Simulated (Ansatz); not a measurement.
This geometry of BClH$_{5}$NO (9 atoms, charge 0, multiplicity 1) is a first-order saddle point.

All numbers below come from RKS PBE-D4/6-31G* in Ansatz 0.2.0.

```xyz
9
Properties=species:S:1:pos:R:3
B -0.003 0.408 0.169
O -0.105 -0.207 1.666
H -0.948 -0.710 1.739
H 1.078 0.164 -0.301
Cl -1.440 -0.208 -0.820
N -0.227 1.853 0.708
H -1.074 2.323 0.377
H 0.571 2.489 0.634
H -0.316 0.934 1.795
```

Task: Which two structures does it join? (They come from a converged band through this point; their orientation in space is the band's.)

Result: Bonds broken: B1–O2, N6–H9. Bonds formed: O2–H9. BClH5NO becomes BClH3N + H2O.

Image 0:

```xyz
9
Properties=species:S:1:pos:R:3
B -0.014 0.163 0.387
O -0.296 -0.600 1.542
H -1.236 -0.861 1.551
H 1.124 0.081 -0.028
Cl -1.301 0.031 -0.998
N -0.162 1.799 0.807
H -1.136 2.031 1.049
H 0.126 2.410 0.032
H 0.431 1.994 1.625
```

Image 10:

```xyz
9
Properties=species:S:1:pos:R:3
B -0.029 0.720 -0.265
O -0.104 -0.436 2.303
H -0.864 -0.904 1.901
H 1.045 0.224 -0.440
Cl -1.505 -0.168 -0.777
N -0.184 2.015 0.251
H -1.080 2.497 0.303
H 0.619 2.594 0.489
H -0.361 0.504 2.201
```

Task: How far does it lie above each of them?

Result: 1.03 eV above the first and 0.20 eV above the second. This is the barrier of this one path; another mechanism may lie lower. The orbitals stay closed-shell, which can raise the energy where a bond breaks towards radicals; this wasn't checked here.

Time of the run: 110 s on 1 thread of Intel(R) Xeon(R) 6975P-C (Granite Rapids) (shared host), peak memory 0.13 GiB.
